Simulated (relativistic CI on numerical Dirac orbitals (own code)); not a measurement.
## Pb+: calculation against measurement

Method of calculation: Dirac-Coulomb-Breit CI, KLI orbitals optimised for each configuration, model QED (radiative potential, 1s self-energy scaled to tabulated hydrogen-like ionisation energies), valence Slater integrals scaled by 0.85, P86 correlation energy added to each configuration (own radial code, finite nucleus).

Configuration list (outside the closed core [Xe] 4f14 5d10): 6s2 6p, 6s 6p2, 6s2 7s, 6s2 6d, 6s2 7p, 6s2 8s, 6s2 5f, 6s2 7d, 6s2 6g, 6p3, 6s 6p 6d, 6s2 8p, 6s2 9s, 6s2 6f, 6s2 5g, 6s2 8d, 6s2 9p, 6s 6p 7s. Levels of other configurations are missing.

| Configuration | Term (tabulated) | J | Measured (cm⁻¹) | Computed | Error | Purity (%) |
| --- | --- | --- | --- | --- | --- | --- |
| 6s2 6p | 2P° | 1/2 | 0.0 | 0 | 0 | 98 |
| 6s2 6p | 2P° | 3/2 | 14081.1 | 13643 | -438 | 98 |
| 6s 6p2 | 4P | 1/2 | 57910.5 | 54036 | -3875 | 92 |
| 6s2 7s | 2S | 1/2 | 59448.6 | 63102 | 3653 | 100 |
| 6s 6p2 | 4P | 3/2 | 66124.5 | 61377 | -4747 | 97 |
| 6s2 6d | 2D † | 5/2 | 68964.3 | 74212 | 5248 | 71 |
| 6s2 6d | 2D † | 3/2 | 69739.6 | 71797 | 2057 | 73 |
| 6s 6p2 | 4P | 5/2 | 73905.7 | 67027 | -6879 | 67 |
| 6s2 7p | 2P° | 1/2 | 74459.0 | 77144 | 2685 | 99 |
| 6s2 7p | 2P° | 3/2 | 77272.6 | 79940 | 2667 | 99 |
| 6s 6p2 | 2D | 5/2 | 88972.2 | 89329 | 356 | 60 |
| 6s2 8s | 2S | 1/2 | 89180.2 | 92594 | 3414 | 93 |
| 6s2 5f | 2F° | 7/2 | 92515.2 | 95021 | 2505 | 99 |
| 6s2 5f | 2F° | 5/2 | 92530.7 | 95044 | 2513 | 99 |
| 6s2 7d | 2D | 3/2 | 94284.6 | 98120 | 3836 | 92 |
| 6s2 7d | 2D | 5/2 | 95304.2 | 99217 | 3913 | 84 |
| 6s2 6g | 2G | 9/2 | 108969.6 | 113617 | 4648 | 100 |
| 6s2 6g | 2G | 7/2 | 108969.7 | 113617 | 4648 | 100 |

Measured levels from NIST Handbook of Basic Atomic Spectroscopic Data (Sansonetti and Martin, J. Phys. Chem. Ref. Data 34, 1559 (2005)); pairs were made by configuration, J and term (by order where the table uses no LS term), so strongly mixed levels may be paired wrongly.

Mean error by configuration (cm⁻¹): 6s2 6p -438; 6s 6p2 -3786; 6s2 7s 3653; 6s2 7p 2676; 6s2 8s 3414; 6s2 5f 2509; 6s2 7d 3874; 6s2 6g 4648. Over the excited levels the mean absolute error is 3385 cm⁻¹ (17 of the 17 excited levels that our extract of the source holds in range could be paired), and the median relative error of those above 1,000 cm⁻¹ is 4.1 %. † marks terms whose computed intervals miss the measured ones by more than a factor of 2.5, or configurations far off the rest, from wrong mixing, a near crossing or a doubtful label or measurement; they are left out of the means.

Transition probabilities of persistent lines. The last column rescales the computed rate by the cube of measured over computed energy:

| λ measured (Å) | Lower | Upper | A tabulated (s⁻¹) | A computed | A rescaled |
| --- | --- | --- | --- | --- | --- |
| 1433.91 vacuum | 6s2 6p 2P°_1/2 | 6s2 6d 2D_3/2 | 1.41e+09 | 2.02e+08 | 1.85e+08 |
| 1822.05 vacuum | 6s2 6p 2P°_3/2 | 6s2 6d 2D_5/2 | 1.18e+09 | 6.25e+08 | 4.65e+08 |
| 2203.53 air | 6s2 6p 2P°_3/2 | 6s2 7s 2S_1/2 | 4.94e+08 | 6.56e+08 | 5.06e+08 |
